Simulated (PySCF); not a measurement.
## Electron correlation in Mg (magnesium, neutral)

Starting occupation: [Ne] 3s2. All numbers are calculated (PySCF 2.14, X2C-1e with screened-nucleus spin-orbit coupling, Gaussian nucleus, in x2c-TZVPPall-2c with one added diffuse shell each of s, p, d type (6s6p4d, 44 functions)). Frozen: nothing; 12 electrons correlated.

MP2 pair energies summed by pair of shells (mhartree):

| pair | energy | share (%) |
| --- | --- | --- |
| 2p1/2-2p3/2 | -69.77 | 29.7 |
| 2p3/2-2p3/2 | -65.05 | 27.7 |
| 2p3/2-2s1/2 | -22.59 | 9.6 |
| 3s1/2-3s1/2 | -21.85 | 9.3 |
| 2p1/2-2p1/2 | -15.12 | 6.4 |
| 2p1/2-2s1/2 | -11.31 | 4.8 |
| 2p3/2-3s1/2 | -6.89 | 2.9 |
| 2s1/2-2s1/2 | -6.85 | 2.9 |
| 1s1/2-1s1/2 | -4.56 | 1.9 |
| 1s1/2-2p3/2 | -4.18 | 1.8 |
| 2p1/2-3s1/2 | -3.42 | 1.5 |
| 1s1/2-2p1/2 | -2.10 | 0.9 |
| 2s1/2-3s1/2 | -0.94 | 0.4 |
| 1s1/2-2s1/2 | -0.48 | 0.2 |
| 1s1/2-3s1/2 | -0.05 | 0.0 |

Total MP2 correlation energy: -235.16 mhartree.

```tsv
level	correlation energy (mhartree)
CCSD	-246.68
(T)	-2.20
CCSD(T)	-248.88
```

Diagnostics: T1 = 0.0089, largest double amplitude 0.082.

Cost of the coupled-cluster step: 110 s of wall time on 4 threads of Intel(R) Xeon(R) Platinum 8259CL CPU @ 2.50GHz (shared host), for 12 occupied and 76 virtual spinors.

The basis has no tight functions for the innermost shells, so their pair energies are far from complete.

This basis was not built for core-valence correlation, so the inner-shell part is incomplete.
